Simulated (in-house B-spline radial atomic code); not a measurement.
Ionisation energies with and without relativity, with size and susceptibility from the Dirac run. Dirac energy differences include first-order Breit, QED and recoil terms. NIST's values go from ground level to ground level; the uncertainty of those that are theory runs from under 0.1 % in few-electron ions to several per cent in heavy many-electron ones. Computed with an all-electron radial atomic-structure program (B-spline basis): non-relativistic Hartree-Fock and Dirac-Hartree-Fock, averages of the configuration (point nuclei without relativity, finite nuclei with it).

```csv
ion,configuration,configuration after,ionisation non-relativistic (eV),ionisation Dirac Breit and QED (eV),tabulated value (eV),tabulated kind,radius at density 0.001 (bohr),diamagnetic susceptibility (10⁻⁶ cm³/mol)
La3+,[Kr] 4d10 5s2 5p6,[Kr] 4d10 5s2 5p5,49.51,49.91,49.95,semi-empirical,3.513,-30.961
Ce3+,[Xe] 4f1,[Kr] 4d10 5s2 5p6,38.79,34.98,36.906,semi-empirical,3.469,-30.53
Pr3+,[Xe] 4f2,[Xe] 4f1,39.97,36.03,38.981,semi-empirical,3.426,-30.076
Nd3+,[Xe] 4f3,[Xe] 4f2,41.03,36.95,40.6,semi-empirical,3.386,-29.613
Pm3+,[Xe] 4f4,[Xe] 4f3,?,?,?,semi-empirical,?,?
Sm3+,[Xe] 4f5,[Xe] 4f4,42.89,38.48,41.64,semi-empirical,3.31,-28.692
Eu3+,[Xe] 4f6,[Xe] 4f5,?,?,?,semi-empirical,?,?
Gd3+,[Xe] 4f7,[Xe] 4f6,?,?,?,semi-empirical,?,?
Tb3+,[Xe] 4f8,[Xe] 4f7,45.13,40.17,39.33,semi-empirical,3.208,-27.368
Dy3+,[Xe] 4f9,[Xe] 4f8,45.76,40.59,41.23,semi-empirical,3.177,-26.947
```

**Question.** Fill in the row of Pm3+.

**Answer.** ionisation non-relativistic (eV): 42.00; ionisation Dirac Breit and QED (eV): 37.77; tabulated value (eV): 41.17; radius at density 0.001 (bohr): 3.347; diamagnetic susceptibility (10⁻⁶ cm³/mol): -29.15.

**Question.** Fill in the row of Eu3+.

**Answer.** ionisation non-relativistic (eV): 43.70; ionisation Dirac Breit and QED (eV): 39.12; tabulated value (eV): 42.94; radius at density 0.001 (bohr): 3.275; diamagnetic susceptibility (10⁻⁶ cm³/mol): -28.241.

**Question.** Fill in the row of Gd3+.

**Answer.** ionisation non-relativistic (eV): 44.45; ionisation Dirac Breit and QED (eV): 39.68; tabulated value (eV): 44.44; radius at density 0.001 (bohr): 3.241; diamagnetic susceptibility (10⁻⁶ cm³/mol): -27.799.
